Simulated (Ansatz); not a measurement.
Reaction: C3H4O (SMILES O=C1CC1) → C3H4O (SMILES C#CCO)
Each species at its own B3LYP-D3(BJ)/def2-TZVP minimum (Ansatz, a first-principles code), one conformer.

Property: isomerisation energy (electronic), in kcal/mol. Radicals and triplets start from unrestricted determinants; spin-orbit coupling is neglected. CBS(X,Y): correlation extrapolated as X^-3, Hartree-Fock from the larger set. A bracket is a step between two methods taken in the basis named. The functionals are non-relativistic, so their misses hold any scalar relativity. Double hybrids freeze cores in their MP2 part. 'core' is core correlation in cc-pwCVTZ, 'X2C' scalar relativity in cc-pVTZ-DK, both at CCSD(T).

CCSD(T)/CBS(cc-pVTZ,cc-pVQZ) + [CCSDT(Q) - CCSD(T)]/cc-pVDZ + core + X2C (Ansatz) gives 6.6 kcal/mol.

### Question
What does PBE/def2-TZVPD (Ansatz) give here, and how do the other levels compare?

### Answer
PBE gives 15.3 kcal/mol, 8.7 kcal/mol above it. Differences of the others: r2SCAN/def2-TZVPD (Ansatz) 7.4; B3LYP/def2-TZVPD (Ansatz) 3.0; PBE0/def2-TZVPD (Ansatz) 8.3; wB97M-V/def2-TZVPD (Ansatz) 4.0; B2PLYP/def2-TZVPD (Ansatz) 1.7; CCSD(T)/CBS(cc-pVTZ,cc-pVQZ) + core + X2C (Ansatz) 0.1 kcal/mol. Nearer than PBE: r2SCAN/def2-TZVPD, B3LYP/def2-TZVPD, PBE0/def2-TZVPD, wB97M-V/def2-TZVPD, B2PLYP/def2-TZVPD, CCSD(T)/CBS(cc-pVTZ,cc-pVQZ) + core + X2C.
